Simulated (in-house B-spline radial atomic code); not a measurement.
Orbital energies and mean radii along the 13-electron series, configuration [Ne] 3s2 3p1. The effective charge is n√(-2ε), a non-relativistic measure. Computed with a B-spline radial code for spherical atoms: non-relativistic Hartree-Fock, average of the configuration, point nuclei.

| ion | Z | energy of 2s (Eh) | mean radius of 2s (bohr) | energy of 1s (Eh) | mean radius of 1s (bohr) | energy of 2p (Eh) | mean radius of 2p (bohr) | effective charge of 2s |
| --- | --- | --- | --- | --- | --- | --- | --- | --- |
| Al | 13 | -4.9107 | 0.62003 | -58.501 | 0.12026 | -3.2183 | 0.60054 | 6.2678 |
| Si+ | 14 | -6.5124 | 0.56254 | -69.174 | 0.11143 | -4.6095 | 0.53526 | 7.218 |
| P2+ | 15 | -8.3934 | 0.51472 | -80.876 | 0.10379 | -6.2784 | 0.48292 | 8.1943 |
| S3+ | 16 | -10.54 | 0.47433 | -93.593 | 0.097135 | -8.2123 | 0.43998 | 9.1827 |
| Cl4+ | 17 | -12.947 | 0.43978 | -107.32 | 0.091273 | -10.406 | 0.4041 | 10.177 |
| Ar5+ | 18 | -15.611 | 0.40989 | -122.06 | 0.086074 | -12.855 | 0.37366 | 11.175 |
| K6+ | 19 | ? | ? | ? | ? | ? | ? | ? |
| Ca7+ | 20 | -21.703 | 0.3608 | -154.54 | 0.077264 | -18.517 | 0.3248 | 13.177 |
| Sc8+ | 21 | ? | ? | ? | ? | ? | ? | ? |
| Ti9+ | 22 | -28.806 | 0.32217 | -191.04 | 0.070083 | -25.191 | 0.28728 | 15.181 |
| V10+ | 23 | -32.736 | 0.30579 | -210.79 | 0.066968 | -28.905 | 0.2716 | 16.183 |
| Cr11+ | 24 | -36.917 | 0.29099 | -231.55 | 0.064118 | -32.871 | 0.25755 | 17.185 |
| Mn12+ | 25 | -41.35 | 0.27756 | -253.3 | 0.0615 | -37.088 | 0.24489 | 18.188 |
| Fe13+ | 26 | -46.034 | 0.2653 | -276.06 | 0.059086 | -41.556 | 0.23342 | 19.19 |
| Co14+ | 27 | -50.968 | 0.25409 | -299.82 | 0.056854 | -46.274 | 0.22297 | 20.193 |
| Ni15+ | 28 | ? | ? | ? | ? | ? | ? | ? |
| Cu16+ | 29 | -61.589 | 0.23427 | -350.34 | 0.05286 | -56.464 | 0.20467 | 22.197 |
| Zn17+ | 30 | -67.276 | 0.22548 | -377.11 | 0.051065 | -61.935 | 0.1966 | 23.199 |
| Ga18+ | 31 | -73.213 | 0.21732 | -404.87 | 0.049388 | -67.656 | 0.18914 | 24.201 |

(1) Fill in the row of K6+.

(2) Fill in the row of Sc8+.

(3) Fill in the row of Ni15+.

(4) How does the screening of 2s change?

Results:

(1) energy of 2s (Eh): -18.53; mean radius of 2s (bohr): 0.38379; energy of 1s (Eh): -137.8; mean radius of 1s (bohr): 0.081433; energy of 2p (Eh): -15.56; mean radius of 2p (bohr): 0.34751; effective charge of 2s: 12.175.

(2) energy of 2s (Eh): -25.129; mean radius of 2s (bohr): 0.34039; energy of 1s (Eh): -172.29; mean radius of 1s (bohr): 0.073499; energy of 2p (Eh): -21.728; mean radius of 2p (bohr): 0.30488; effective charge of 2s: 14.178.

(3) energy of 2s (Eh): -56.153; mean radius of 2s (bohr): 0.24378; energy of 1s (Eh): -324.58; mean radius of 1s (bohr): 0.054784; energy of 2p (Eh): -51.244; mean radius of 2p (bohr): 0.21343; effective charge of 2s: 21.195.

(4) Z less the effective charge goes from 6.73 at Z = 13 to 6.80 at Z = 31.
